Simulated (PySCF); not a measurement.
Gas-phase reaction: 2 GaH + 3 Br2 = 2 GaBr3 + 2 H

Method: PySCF energies plus ideal-gas RRHO corrections (1 bar). † marks an energy on the PBE0/def2-TZVP geometry and frequencies; other levels use their own. MP2 freezes the core. 6-31G* has spherical d functions here. Open shells (unrestricted): H (multiplicity 2); the rest are closed-shell singlets. B3LYP is the form with VWN-RPA correlation. Br, Ga: all electrons, no relativistic terms. GaH: computed as isolated molecules; such fragments, hydroxides, amides, oligomers or adducts are transient or little studied in the gas. MP2 isn't extrapolated to the basis-set limit; its ΔH°(298 K) is -901.1 kJ in def2-SVP and -861.7 kJ in def2-TZVPP. The harmonic model lacks anharmonicity and excited electronic states, which grow with temperature; levels with a mode under 35 cm⁻¹ are left out. Soft modes under 120 cm⁻¹ make the harmonic entropy rough for GaBr3.

ΔH° and ΔS° at 298 K: B3LYP/6-31G* -615 kJ, -184 J/K; HF/def2-TZVP† -850 kJ, -185 J/K; MP2/def2-SVP† -901 kJ, -185 J/K.

**Question.** With the heat capacities included, give log10 K (1 bar) at 1000, 1200, 1600, 1800, 2000 K from B3LYP/6-31G*, HF/def2-TZVP†, MP2/def2-SVP†.

**Answer.** 
| T (K) | B3LYP/6-31G* | HF/def2-TZVP† | MP2/def2-SVP† |
|---|---|---|---|
| 1000 | 23.4 | 35.6 | 38.3 |
| 1200 | 18.2 | 28.4 | 30.6 |
| 1600 | 11.8 | 19.5 | 21.2 |
| 1800 | 9.7 | 16.5 | 18.0 |
| 2000 | 8.1 | 14.2 | 15.5 |
